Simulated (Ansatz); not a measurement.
Mulliken charges of `NC[S][AlH2]` from ωB97M-V/def2-TZVPP in Ansatz (PBE0-D4/def2-TZVP geometry).

| atom | x (Å) | y (Å) | z (Å) | charge (e) |
| --- | --- | --- | --- | --- |
| N1 | -0.640 | 1.524 | 0.837 | -0.260 |
| C2 | -0.122 | 0.187 | 0.965 | -0.143 |
| S3 | -1.104 | -0.972 | -0.060 | -0.180 |
| Al4 | 0.321 | -1.476 | -1.614 | 0.308 |
| H5 | -0.443 | 1.907 | -0.078 | 0.109 |
| H6 | -0.232 | 2.135 | 1.534 | 0.106 |
| H7 | -0.252 | -0.141 | 1.998 | 0.143 |
| H8 | 0.936 | 0.063 | 0.701 | 0.139 |
| H9 | -0.126 | -2.499 | -2.733 | -0.101 |
| H10 | 1.745 | -0.780 | -1.548 | -0.121 |

**Question.** By hand: the dipole of these point charges (1 e Å = 4.8032 D).

**Answer.** Σ q r = (0.304, 0.067, 0.159) e Å, of length 0.350 e Å = 1.68 D.

**Question.** How does the dipole of the full density compare? (Best estimate.)

**Answer.** The calculation gave: (0.433, 0.231, 0.091) e Å, 2.40 D; the point charges give 0.70 times that, at 22° from its direction.

Point charges leave out the atoms' own dipoles, such as those of lone pairs, and Mulliken's split depends on the basis, so the two needn't agree.
